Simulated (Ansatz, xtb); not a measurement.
C3H8B2: 3 structures ranked

3 gas-phase structures of C3H8B2, from a drawn sample of its isomers (lower ones may exist). Each was relaxed with GFN2-xTB:

A. `BC1(B)CC1`, a singlet
B. `B[C@@H]1C[C@@H]1B`, a singlet
C. `B[C@@H]1C[C@H]1B`, a singlet

Make a reasoned guess at their ranking by r2SCAN-D4/def2-SVP single-point energy.

Calculated order at r2SCAN-D4/def2-SVP: C (0.000), A (0.081), B (0.130) eV.

Energies above the lowest of each column, in eV; the last columns are at B3LYP/def2-SVP geometries:

| structure | GFN2-xTB | HF/STO-3G | r2SCAN-D4/def2-SVP | B3LYP/def2-SVP | CCSD(T)/def2-SVP + ΔMP2/def2-TZVPP |
| --- | --- | --- | --- | --- | --- |
| C | 0.000 | 0.000 | 0.000 | 0.000 | 0.000 |
| A | 0.154 | 0.110 | 0.081 | 0.086 | 0.045 |
| B | 0.073 | 0.101 | 0.130 | 0.126 | 0.130 |

Every level run on C puts it lowest or level with the lowest. Flexible structures stand in one conformer each, not always the lowest. ΔMP2 is the change of the MP2 energy from the smaller to the larger basis.

Programs: Ansatz 0.2.0, xtb 6.7.1.
